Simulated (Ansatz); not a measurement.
Mg3Zn⁺. The state is a doublet with charge 1. Geometry PBE/def2-TZVP; atoms count from 1.

```xyz
4

Mg    0.011    0.852   -2.045
Mg   -0.327    0.397    2.155
Mg   -1.325   -1.162   -0.233
Zn    1.642   -0.087    0.124
```

The structure comes from a short search, and lower isomers may exist.

(1) Estimate the Mulliken populations from the PBE0/def2-TZVP orbitals of Ansatz.

(2) Where does the spin sit?

(3) And the Mayer bond orders between bonded heavy atoms (over 0.3)?

Answers

(1) 
```csv
atom,charge (e),spin (α − β),d electrons
Mg1,0.27,0.31,–
Mg2,0.27,0.31,–
Mg3,0.22,0.27,–
Zn4,0.23,0.10,10.01
```
Mulliken values and Mayer orders depend strongly on the basis.

(2) Summed by element: Mg 0.90, Zn 0.10, of 1 unpaired in all. Largest on single atoms: Mg2 0.31, Mg1 0.31, Mg3 0.27.

(3) Mg1–Zn4 0.51 (2.87 Å); Mg2–Zn4 0.51 (2.87 Å); Mg3–Zn4 0.33 (3.18 Å); Mg1–Mg3 0.67 (3.02 Å); Mg2–Mg3 0.67 (3.02 Å).
